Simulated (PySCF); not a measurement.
Coordinates in bohr (charge 0 multiplicity 1):
```
Pb    0.0000    0.0000    0.0000
Cl    2.6347    2.6347    2.6347
Cl   -2.6347    2.6347   -2.6347
Cl    2.6347   -2.6347   -2.6347
Cl   -2.6347   -2.6347    2.6347
```

Computed with PySCF, PBE, basis Pb def2-TZVP with ECP60, Cl def2-TZVP (scalar-relativistic core potentials, no spin–orbit coupling, density fitting).

This geometry of PbCl4 is a stationary point at this level.

Q: What is the point group?

A: Td.

Q: Is it a minimum?

A: Yes: all harmonic wavenumbers are real.

Q: List the harmonic modes with their infrared intensities.

A: 
```json
{"symmetry": "e", "ω (cm⁻¹)": "75", "IR (km/mol, summed over degenerate members)": "0.0", "type": "bend"}
{"symmetry": "t2", "ω (cm⁻¹)": "94", "IR (km/mol, summed over degenerate members)": "22.6", "type": "bend"}
{"symmetry": "a1", "ω (cm⁻¹)": "303", "IR (km/mol, summed over degenerate members)": "0.0", "type": "stretch"}
{"symmetry": "t2", "ω (cm⁻¹)": "327", "IR (km/mol, summed over degenerate members)": "131", "type": "stretch"}
```

Q: Give the atomic charges and bond orders.

A: 
```json
{"atom": "Pb1", "Mulliken": "1.03", "Löwdin": "-0.26", "polar tensor": "1.89", "Mayer order to Pb1": "–"}
{"atom": "Cl2,3,4,5", "Mulliken": "-0.26", "Löwdin": "0.06", "polar tensor": "-0.47", "Mayer order to Pb1": "0.91"}
```

Q: What is the atomisation energy, with and without zero-point energy?

A: 1155 kJ/mol without, 1145 kJ/mol with.

In Td the vibrations span e + 2t2 + a1. The a1, e modes carry no infrared intensity, as symmetry demands.

Spin–orbit coupling, left out here, can matter for elements this heavy.
